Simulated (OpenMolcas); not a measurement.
Lines of Fe5+: computed and rescaled rates

| Quantity | Value |
| --- | --- |
| Program | OpenMolcas |
| Method | RASSCF |
| Basis | ANO-RCC-VQZP [7s6p4d3f2g1h] |
| Scalar Hamiltonian | DKH2, point nucleus |
| Active space | 9 electrons in 8 orbitals (RAS1 3p, at most 2 holes; RAS2 3d) |
| State averaging | 2S+1 = 4 even, 10 roots; 2S+1 = 2 even, 40 roots |
| Spin-orbit coupling | state interaction with AMFI integrals over the reference wave functions, term energies averaged over their components |

Rates come from the transition moments of the reference wave functions (E1 and E2 in the length form). At fixed line strength A goes as λ^-3 for E1 and M1 and as λ^-5 for E2, so a rate at the computed wavelength can be rescaled to the measured one. Measured vacuum wavelengths follow from level energies in Corliss and Sugar, J. Phys. Chem. Ref. Data 11, 135 (1982). Branching counts decays inside the model space alone, at computed energies, and the table is only a selection of the E2 and M1 lines, drawn from those between levels with measured partners whose computed energy lies within a factor of 1.5 of the measured one.

| Upper | Lower | Type | λ computed (nm) | λ measured (nm) | A computed (s-1) | A rescaled (s-1) | Branching % |
| --- | --- | --- | --- | --- | --- | --- | --- |
| 3d³ ²D_3/2(2) | 3d³ ²G_7/2 | E2 | 182.1 | 194.4 | 1.54e+01 | 1.11e+01 | 65.8 |
| 3d³ ²D_5/2(2) | 3d³ ²G_9/2 | E2 | 186.1 | 198.4 | 1.31e+01 | 9.51e+00 | 57.3 |
| 3d³ ²D_5/2(1) | 3d³ ⁴F_7/2 | M1 | 330.2 | 366.4 | 1.16e+00 |  | 76.7 |
| 3d³ ²D_3/2(1) | 3d³ ⁴F_5/2 | M1 | 325.8 | 355.7 | 1.03e+00 |  | 55.0 |
| 3d³ ²G_9/2 | 3d³ ⁴F_9/2 | M1 | 445.4 | 517.7 | 6.65e-01 |  | 70.8 |
| 3d³ ²D_3/2(1) | 3d³ ⁴F_3/2 | M1 | 320.3 | 349.3 | 5.75e-01 |  | 30.7 |
| 3d³ ²P_3/2 [73 %] | 3d³ ⁴F_5/2 | M1 | 357.9 | 389.1 | 3.20e-01 |  | 34.5 |
| 3d³ ²P_1/2 | 3d³ ⁴P_1/2 | M1 | 1496 | 1289 | 3.02e-01 |  | 97.2 |
| 3d³ ²G_7/2 | 3d³ ⁴F_7/2 | M1 | 442.6 | 514.7 | 2.70e-01 |  | 50.5 |
| 3d³ ²G_9/2 | 3d³ ⁴F_7/2 | M1 | 428.6 | 496.9 | 2.70e-01 |  | 28.7 |
| 3d³ ²F_5/2 | 3d³ ²G_7/2 | E2 | 342.3 | 384.8 | 2.56e-01 | 1.43e-01 | 24.9 |
| 3d³ ²G_7/2 | 3d³ ⁴F_5/2 | M1 | 429 | 497.4 | 2.49e-01 |  | 46.6 |
| 3d³ ²F_5/2 | 3d³ ⁴F_3/2 | M1 | 188.5 | 214.6 | 2.31e-01 |  | 22.5 |
| 3d³ ²H_9/2 | 3d³ ²G_9/2 | M1 | 1169 | 1350 | 2.22e-01 |  | 62.1 |
| 3d³ ²H_9/2 | 3d³ ²G_7/2 | M1 | 1076 | 1233 | 1.26e-01 |  | 35.4 |
| 3d³ ²H_11/2 | 3d³ ²G_9/2 | M1 | 1099 | 1268 | 1.21e-01 |  | 97.5 |
| 3d³ ⁴P_1/2 | 3d³ ⁴F_3/2 | E2 | 459.9 | 533.7 | 1.16e-01 | 5.51e-02 | 63.1 |
| 3d³ ⁴P_5/2 | 3d³ ⁴F_9/2 | E2 | 488.4 | 567.9 | 1.03e-01 | 4.85e-02 | 62.6 |
| 3d³ ⁴P_3/2 | 3d³ ⁴F_7/2 | E2 | 483.9 | 563.3 | 7.55e-02 | 3.53e-02 | 44.7 |
| 3d³ ⁴P_1/2 | 3d³ ⁴F_5/2 | E2 | 471.5 | 548.6 | 6.78e-02 | 3.18e-02 | 36.8 |
| 3d³ ⁴P_3/2 | 3d³ ⁴F_5/2 | E2 | 467.7 | 542.6 | 6.43e-02 | 3.06e-02 | 38.1 |
| 3d³ ⁴P_5/2 | 3d³ ⁴F_7/2 | E2 | 468.3 | 542.8 | 4.08e-02 | 1.95e-02 | 24.7 |
| 3d³ ⁴F_9/2 | 3d³ ⁴F_7/2 | M1 | 11370 | 12310 | 1.84e-02 | 1.45e-02 | 100.0 |
| 3d³ ⁴F_7/2 | 3d³ ⁴F_5/2 | M1 | 13940 | 14770 | 1.60e-02 | 1.35e-02 | 100.0 |
| 3d³ ⁴F_5/2 | 3d³ ⁴F_3/2 | M1 | 18810 | 19560 | 6.51e-03 | 5.79e-03 | 100.0 |

Spin-changing lines and M1 lines between different terms are not rescaled, since their strength hangs on the term gaps too.

The largest correction is for 3d³ ⁴P_3/2 → 3d³ ⁴F_7/2 (E2): 7.55e-02 × (483.9 / 563.3)^5 = 3.53e-02 s-1, a factor of 0.47.

The computed rate and branching of 3d³ ⁴F_5/2 → 3d³ ⁴F_3/2 give the upper level a radiative lifetime of 1.000 / 6.51e-03 s-1 = 1.54e+02 s, counting decays inside the model space alone. The rescaled rate gives about 1.7e+02 s.

The computed order of these levels differs from the measured one in 2 places, and where term gaps are wrong the rates of spin-changing lines can be off by large factors.

These are rates of the free ion; in crystals, glasses and complexes forced electric-dipole and non-radiative decay shorten such lifetimes by orders of magnitude. No measured rate stands beside these. Rescaling mends the energy factor alone: line strengths can still be far off where a level mixes with configurations outside the active space, and weak or spin-changing lines hang on small mixing coefficients that depend on the term gaps too, so rescaling need not improve them.

Without dynamic correlation excited terms often stand tens of per cent too high (terms of higher spin than the ground term too low), and those without a measured partner can miss by more than the paired ones. Active for correlation alone: 3p; no level in the range computed is led by a configuration that opens it, so any true level of that kind is missing. Measured partners are found by configuration, term and J. A level has none where our copy of the source lacks it or the pairing is in doubt (some pairs that miss far off the trend of their configuration count as doubtful). Only configurations of the active space appear.

A share in square brackets marks a mixed level and gives the weight of the term that names it. A number in round brackets counts repeated terms of one configuration in the order of the reference energies.
